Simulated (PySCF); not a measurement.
# Electric field gradients and quadrupole coupling constants

Species: C10H9FO.
Geometry (GFN2-xTB, Å), atoms numbered from 1 in this order:
```
atom  x, y, z in Å
O1     1.137   -0.767   -2.171
C2     1.937   -0.156   -1.550
F3     2.722    0.763   -2.206
C4     2.277   -0.191   -0.133
C5     1.880   -1.406    0.670
C6     1.139   -0.140    0.904
C7    -0.262    0.111    0.490
C8    -1.026   -0.810   -0.217
C9    -2.324   -0.504   -0.587
C10   -2.880    0.718   -0.253
C11   -2.129    1.640    0.458
C12   -0.832    1.338    0.825
H13    3.189    0.336    0.115
H14    1.394   -2.200    0.125
H15    2.572   -1.747    1.425
H16    1.417    0.419    1.791
H17   -0.618   -1.770   -0.485
H18   -2.904   -1.228   -1.140
H19   -3.893    0.953   -0.544
H20   -2.555    2.596    0.726
H21   -0.249    2.062    1.376
```

Field gradients from the PBE0/pcSseg-1 density (PySCF, non-relativistic), principal values in atomic units, ordered |Vxx| ≤ |Vyy| ≤ |Vzz|:

```csv
atom,Vxx,Vyy,Vzz
O1,0.5046,1.0030,-1.5075
```

Problem. Find the asymmetry η = (Vxx − Vyy)/Vzz and the couplings χ = eQV/h (234.96 MHz × Q in barn × V in au), with Q(17O) = −0.0256 b.

Solution. 
```json
{"atom": "O1", "environment": "carbonyl oxygen", "nucleus": "17O", "η": "0.33", "χzz (MHz)": "9.07", "χxx (MHz)": "-3.03", "χyy (MHz)": "-6.03"}
```

Problem. What is Vzz at O1 in SI units (1 au = 9.71736 × 10²¹ V/m²)?

Solution. -1.5075 au = -14.649 × 10²¹ V/m².

Problem. And the gradient at the other heavy atoms, for which no coupling is worked out here?

Solution. 
```csv
atom,environment,Vzz (au),η
C2,acyl halide carbon,-0.517,0.28
F3,acyl fluorine,2.539,0.36
C4,sp3 carbon next to a carbonyl,0.205,0.52
C5,three-membered-ring carbon,0.203,0.33
C6,benzylic-type carbon,0.217,0.19
C7,substituted aromatic carbon,0.267,0.64
C8,aromatic CH carbon,0.323,0.13
C9,aromatic CH carbon,0.329,0.16
C10,aromatic CH carbon,0.326,0.18
C11,aromatic CH carbon,0.324,0.18
C12,aromatic CH carbon,0.297,0.28
```

Were the hydrogens deuterons (Q(2H) = 0.00286 b), χzz would run from 211 kHz (H16) to 222 kHz (H17 and H15).

Geometry: GFN2-xTB, one conformer, isolated molecule. GFN2-xTB bond lengths can be off by several hundredths of an ångström, more for odd bonds, and the gradients follow them. With a basis this small, the couplings can be 20 % off.

These values come from a run that also computed NMR shieldings. Hardware: an Arm Neoverse V2 with one thread, no GPU, shared host. Cost: 74 s (with the writing of density and orbital grids), 1.1 GiB resident at most.
